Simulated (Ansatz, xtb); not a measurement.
# C4H5FOS: 7 structures ranked

7 gas-phase structures of C4H5FOS, from a drawn sample of its isomers (lower ones may exist). Each was relaxed with GFN2-xTB; where two conformers were screened, the lower at r2SCAN-D4/def2-SVP is listed:

A. `O=C1CCS[C@@H]1F`, a singlet
B. `O=[S@@]1C=C(F)CC1`, a singlet
C. `C[C@]1(F)OCC1=S`, a singlet
D. `O=C1CS[C@H](F)C1`, a singlet
E. `O=[S@@]1CCC=C1F`, a singlet
F. `O=C[C@@H]1[C@@H](F)[C@@H]1S`, a singlet
G. `FC[C@@H]1CC(=S)O1`, a singlet

Question: Which do you expect lowest at r2SCAN-D4/def2-SVP, and how would the others follow?

Answer: Calculated order at r2SCAN-D4/def2-SVP: D (0.0), A (18.1), G (94.7), C (119.1), F (131.9), B (199.7), E (219.3) kJ/mol.

Energies above the lowest of each column, in kJ/mol; the last columns are at PBE0-D3(BJ)/def2-SVP geometries and were run for some of them only (a dash: not run or not comparable):

```tsv
structure	GFN2-xTB	HF/STO-3G	r2SCAN-D4/def2-SVP	PBE0-D3(BJ)/def2-SVP	CCSD(T)/def2-SVP + ΔMP2/def2-TZVPP
D	0.0	0.0	0.0	0.0	0.0
A	22.5	17.2	18.1	17.7	16.5
G	63.3	129.0	94.7	98.9	100.2
C	101.0	143.6	119.1	–	–
F	123.8	219.6	131.9	–	–
B	89.2	528.0	199.7	–	–
E	100.6	537.7	219.3	–	–
```

Every level run on D puts it lowest or level with the lowest. Flexible structures stand in one conformer each, not always the lowest. Frequencies (GFN2-xTB) were run for A, D, G alone. ΔMP2 is the change of the MP2 energy from the smaller to the larger basis.

Over these structures GFN2-xTB departs from r2SCAN-D4/def2-SVP by 42.5 kJ/mol on average once a common shift is removed. A GFN2-xTB relaxation took about 0.17 s and the r2SCAN-D4/def2-SVP energy about 2.4 s on a shared host (Ansatz 0.2.0, xtb 6.7.1).
